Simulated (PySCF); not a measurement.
C5H11NP2.
Cartesian coordinates in Å at the PBE0-D3(BJ)/def2-SVP level; atoms count from 1:
```xyz
19
C5H11NP2 angstrom
C     -0.0313   -2.1546    0.3168
P     -0.1778   -0.6424   -0.7371
C     -1.8279   -0.0254   -0.1454
P     -2.2596    1.6042   -0.9524
C      0.9095    0.5227    0.2238
C      2.3928    0.2980   -0.0756
C      3.2590    1.2018    0.6722
N      3.9316    1.9215    1.2794
H     -0.7567   -2.9069   -0.0281
H      0.9718   -2.5939    0.2039
H     -0.2138   -1.9451    1.3835
H     -1.8124    0.1281    0.9479
H     -2.5771   -0.8007   -0.3677
H     -3.6157    1.6702   -0.5078
H     -2.6062    1.0800   -2.2344
H      0.7156    0.4271    1.3059
H      0.6235    1.5465   -0.0676
H      2.5916    0.4323   -1.1516
H      2.6956   -0.7337    0.1698
```

All values: PBE0/pcSseg-1 and B3LYP/def2-SVPD (PySCF, non-relativistic), on one gas-phase PBE0-D3(BJ)/def2-SVP geometry that isn't relaxed in the solvent. The solvent is an IEF-PCM continuum (van der Waals radii × 1.2). Specific hydrogen bonds and non-electrostatic terms are outside this model.

Gas phase at PBE0/pcSseg-1: HOMO -7.07 eV, LUMO 0.16 eV, dipole 5.01 D.

What does the continuum do to the energy, the frontier levels and the dipole at PBE0/pcSseg-1 in benzene and dichloromethane?

| solvent | ε | E(solvent) − E(gas) (kcal/mol) | polarisation term (kcal/mol) | distortion of the solute (kcal/mol) | HOMO (eV) | LUMO (eV) | dipole (D) |
| --- | --- | --- | --- | --- | --- | --- | --- |
| benzene | 2.271 | -4.34 | -4.74 | 0.40 | -6.90 | 0.35 | 5.62 |
| dichloromethane | 8.93 | -8.29 | -9.78 | 1.49 | -6.81 | 0.42 | 6.17 |

The first energy column is the sum of the next two and covers electrostatics alone. From benzene to dichloromethane the lowering changes by a factor 1.91, Onsager's factor (ε − 1)/(2ε + 1) by 1.83 and ε itself by 3.9.

Which radius a makes the point-dipole formula ΔE = −[(ε − 1)/(2ε + 1)]·μ²/a³ give the value in dichloromethane, with the gas-phase dipole?

μ = 1.971 au and |ΔE| = 0.01321 Eh give a = 2.64 Å; the farthest nucleus lies 4.48 Å from the centroid of the nuclei, so such a sphere wouldn't even hold the nuclei. The formula assumes a rigid point dipole at the centre of a sphere.

Give the dipole vector in the frame of the coordinates (D, pointing from negative to positive charge), gas and dichloromethane.

Gas (-3.47, -3.55, -0.66), solvent (-4.15, -4.52, -0.64). Its length changes by +23 % and its direction by 2°.

Which Mulliken charges (PBE0/pcSseg-1) respond most in benzene (means over atoms taken as equivalent)?

```json
{"atoms": "N8", "environment": "nitrile nitrogen", "gas (e)": "-0.249", "solvent (e)": "-0.291", "change": "-0.042"}
{"atoms": "P4", "environment": "phosphine phosphorus", "gas (e)": "+0.085", "solvent (e)": "+0.064", "change": "-0.021"}
{"atoms": "P2", "environment": "phosphine phosphorus", "gas (e)": "+0.317", "solvent (e)": "+0.297", "change": "-0.020"}
{"atoms": "C7", "environment": "nitrile carbon", "gas (e)": "+0.064", "solvent (e)": "+0.080", "change": "+0.016"}
{"atoms": "H18/H19", "environment": "methylene hydrogen", "gas (e)": "+0.177", "solvent (e)": "+0.186", "change": "+0.009"}
{"atoms": "H12/H13", "environment": "methylene hydrogen", "gas (e)": "+0.176", "solvent (e)": "+0.183", "change": "+0.007"}
{"atoms": "C3", "environment": "sp3 carbon bound to phosphorus", "gas (e)": "-0.668", "solvent (e)": "-0.663", "change": "+0.005"}
{"atoms": "H14/H15", "environment": "P–H hydrogen", "gas (e)": "+0.050", "solvent (e)": "+0.055", "change": "+0.005"}
```

How do the nuclear quadrupole coupling constants eQVzz/h respond in benzene?

```
  nucleus  Q (barn)  gas (MHz)  solvent (MHz)  η gas  η solvent
14N at N8   0.02044      -4.49          -4.29   0.03       0.04
```

Gas phase at B3LYP/def2-SVPD: HOMO -6.85 eV, LUMO -0.21 eV, dipole 4.86 D.

What does the continuum do to the energy, the frontier levels and the dipole at B3LYP/def2-SVPD in benzene?

```csv
solvent,ε,E(solvent) − E(gas) (kcal/mol),polarisation term (kcal/mol),distortion of the solute (kcal/mol),HOMO (eV),LUMO (eV),dipole (D)
benzene,2.271,-4.25,-4.69,0.44,-6.66,0.01,5.50
```

How does the static polarisability (B3LYP/def2-SVPD, frozen core, with the continuum's full static response) change?

```tsv
medium	isotropic (au)	principal values (au)	⟨r²⟩ of the electrons (bohr²)
gas	119.6	97.2, 120.9, 140.8	2046.4
benzene	138.6	114.5, 141.1, 160.1	2048.2
```

The isotropic value in benzene is 1.16 times the gas-phase one; no cavity-field correction is applied. ⟨r²⟩ is taken about the centre of nuclear charge.
